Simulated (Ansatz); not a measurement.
Isolated molecules relaxed with PBE0-D4/def2-TZVP in Ansatz; ΔE leaves out vibrations. CCSD(T)/CBS adds triple-zeta CCSD(T) − MP2 to the extrapolated MP2 energy (def2 sets, frozen cores). This one scheme is used for every species. DFT in def2-TZVPP. B3LYP here is the variant with VWN-RPA as its local correlation; programs differ in this. Each species was taken in one conformer, which may not be the lowest.

Consider the ligand exchange at the Si–C bond: `CC(C)[Si]O` + CH₃SH → `CS[Si]O` + propane.

| level | ΔE (kcal/mol) | difference from CCSD(T)/CBS |
| --- | --- | --- |
| PBE-D4 | -32.4 | -1.3 |
| r2SCAN-D4 | -33.2 | -2.1 |
| PBE0-D4 | -32.2 | -1.1 |
| B3LYP-D4 | -32.0 | -0.9 |
| ωB97X-V | -30.7 | 0.4 |
| ωB97M-V | -30.9 | 0.2 |
| B2PLYP | -32.5 | -1.4 |
| PBE | -33.1 | -2.0 |
| r2SCAN | -33.5 | -2.4 |
| PBE0 | -32.9 | -1.8 |
| B3LYP | -33.1 | -2.0 |
| HF/def2-TZVPP | -32.7 | -1.6 |
| MP2/def2-TZVPP | -31.5 | -0.4 |
| SCS-MP2/def2-TZVPP | -31.1 | 0.0 |
| CCSD/def2-TZVPP | -30.1 | 1.0 |
| CCSD(T)/def2-TZVPP | -30.3 | 0.8 |
| HF/def2-QZVPP | -32.6 | -1.5 |
| MP2/def2-QZVPP | -31.9 | -0.8 |
| SCS-MP2/def2-QZVPP | -31.5 | -0.4 |
| HF/CBS(def2) | -32.6 | -1.5 |
| MP2/CBS(def2) | -32.3 | -1.2 |
| CCSD/CBS(def2) | -30.9 | 0.2 |
| CCSD(T)/CBS | -31.1 | 0 |

Largest T1 diagnostic among the species: 0.014.

In def2-TZVPP, CCSD(T) changes the Hartree–Fock value by +2.5 kcal/mol (the triples alone add −0.2 kcal/mol) and MP2 by +1.2 kcal/mol. The D4 term adds +1.1 kcal/mol with B3LYP and +0.6 kcal/mol with PBE0; it sums over pairs of atoms, weighted by their polarisabilities, and B3LYP, whose exchange is more repulsive, gets the larger term.
